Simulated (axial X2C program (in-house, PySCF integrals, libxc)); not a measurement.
What spin–orbit coupling does to Ga₂⁻

Computed with an in-house all-electron X2C program for linear molecules (integrals from PySCF). Spin-free means the one-electron spin-free X2C Hamiltonian; two-component (2c) means X2C with spin–orbit coupling and atomic mean-field two-electron Coulomb terms, the Gaunt term switched off, so the difference of the two also holds small scalar two-electron terms. Basis: Ga dyall-av3z [10s10p8d2f] (cores contracted in-house); Gaussian nuclei, density fitting, unrestricted open shells. Masses: Ga 68.926 u.

Spin-free state: M_S = 3/2, Λ = 0 (beyond evenly filled blocks: σα, π+α, π-α); fragments Ga- + Ga.

```json
{"level": "PBE0", "Re (Å)": "2.507", "ωe (cm⁻¹)": "200.4", "De (eV)": "2.368"}
{"level": "HF", "Re (Å)": "2.568", "ωe (cm⁻¹)": "194.8", "De (eV)": "1.491"}
{"level": "MP2", "Re (Å)": "2.458", "ωe (cm⁻¹)": "225.0", "De (eV)": "2.498"}
{"level": "PBE50", "Re (Å)": "2.485", "ωe (cm⁻¹)": "212.0", "De (eV)": "2.323"}
{"level": "BLYP", "Re (Å)": "2.580", "ωe (cm⁻¹)": "172.5", "De (eV)": "2.111"}
```

Correlated methods: 27 electrons correlated (number of frozen shells: Ga 3 s, 2 p), 265 virtual spin orbitals or spinors in MP2.

Two-component determinant lowest at the distance of the search:

Ω = 3/2 (⟨Sz⟩ = 1.50, ⟨Lz⟩ = 0.00 at HF); fragments Ga- + Ga.

| level | Re (Å) | ωe (cm⁻¹) |
| --- | --- | --- |
| PBE0 | 2.506 | 200.4 |
| HF | 2.567 | 194.8 |
| MP2 | 2.457 | 225.0 |
| PBE50 | 2.484 | 212.0 |
| BLYP | 2.580 | 172.4 |

Question: From the two tables, how do the constants change at the MP2 level (2c against spin-free)?

Answer: At the MP2 level Re falls by 0.001 Å and ωe is unchanged to within 0.2 cm⁻¹.

The state is a single determinant with fixed occupations, the lowest that a limited PBE0 search found. De is counted from the lowest determinant-based energies of the atoms at the same level, without counterpoise correction. De is not given where an atomic determinant may have missed its ground term or J level, or where the truncated virtual space spoils (T). Density functionals use the spin component along the axis (collinear). Other states lie close and PBE0, whose exact exchange favours high spin, may order them wrongly; the determinant shown need not be the ground state. The nearest other spin-free determinant of the search, M_S = 1/2, Λ = 0, lies 0.26 eV up at the distance of the search. The functionals have no current-density term, which raises determinants with orbital currents, atoms included. With several unpaired electrons one determinant need not be a pure state. The highest occupied level of some functionals is positive through self-interaction error; at Hartree–Fock it is bound. This is the top spin component of a Σ state; components of lower Ω are not single determinants and can lie lower. Hartree–Fock gets electron affinities wrong, so its lowest charge split need not be the true one.
